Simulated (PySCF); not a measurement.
This PySCF input asks for the NMR shieldings of SMILES C(CB(C=C)C#CC#N)C, C8H10BN; the geometry comes from GFN2-xTB.

```python
import basis_set_exchange as bse
import numpy as np
from pyscf import gto, dft
from pyscf.prop import nmr

atoms = """
C    -2.822996   -1.948632   -0.157480
C    -1.491659   -1.903077   -0.215761
B    -0.656133   -0.598602   -0.124911
C    -1.363552    0.727918   -0.043721
C    -1.922872    1.807460    0.008061
C    -2.551713    3.012463    0.063534
N    -3.085675    4.030702    0.108348
C     0.922951   -0.649571   -0.157980
C     1.660730    0.607084    0.312666
C     3.170402    0.473108    0.149428
H    -3.378517   -2.872799   -0.212738
H    -3.412862   -1.051985   -0.047270
H    -0.965797   -2.846299   -0.324586
H     1.293839   -1.510481    0.406230
H     1.211482   -0.846451   -1.198293
H     1.311056    1.471556   -0.256008
H     1.426725    0.791136    1.363856
H     3.675251    1.371014    0.498703
H     3.544700   -0.373838    0.721420
H     3.429493    0.319974   -0.896532
"""
names = dict.fromkeys(["C", "B", "N", "H"], "pcSseg-1")
basis = {el: gto.basis.parse(bse.get_basis(n, elements=[el], fmt="nwchem")) for el, n in names.items()}
mol = gto.M(atom=atoms, basis=basis, charge=0, verbose=0)
mf = dft.RKS(mol, xc="PBE0")
mf.grids.level = 2
mf.grids.alignment = dft.numint.BLKSIZE   # the property module wants whole blocks of grid points
mf.conv_tol = 1e-9
mf.kernel()

calc = nmr.RKS(mf)   # GIAO
C = mf.mo_coeff
Co = C[:, mf.mo_occ > 0]
resp = mf.gen_response(singlet=True, hermi=2)
def vind(x):   # induced exchange potential for any number of trial vectors
    d = np.einsum("pi,xij,qj->xpq", C, 2 * x.reshape(-1, C.shape[1], Co.shape[1]), Co, optimize=True)
    return np.einsum("xpq,pi,qj->xij", resp(d - d.transpose(0, 2, 1)), C, Co, optimize=True).ravel()
mo1, _ = nmr.rhf.solve_mo1(calc, with_cphf=vind)
sigma = calc.kernel(mo1)
for i, s in enumerate(sigma):   # ppm
    print("%2d %-2s %9.2f" % (i, mol.atom_pure_symbol(i), np.trace(s) / 3))
```

Q: What does it print?

A: 
```
 0 C      30.16
 1 C      34.30
 2 B      37.69
 3 C      91.56
 4 C      77.76
 5 C      76.11
 6 N     -63.59
 7 C     148.61
 8 C     162.75
 9 C     167.14
10 H      24.83
11 H      24.73
12 H      24.49
13 H      30.03
14 H      30.62
15 H      29.77
16 H      30.21
17 H      30.31
18 H      30.79
19 H      30.79
```

These numbers come from an equivalent density-fitted implementation of the same equations, which agrees with the script to about 0.01 ppm for H and up to a few tenths of a ppm for heavy atoms, so last digits may differ.

Size and cost of the density-fitted run: 220 basis functions, 110 s wall time on 1 thread of an Intel Xeon, shared host; peak memory 1.1 GiB.
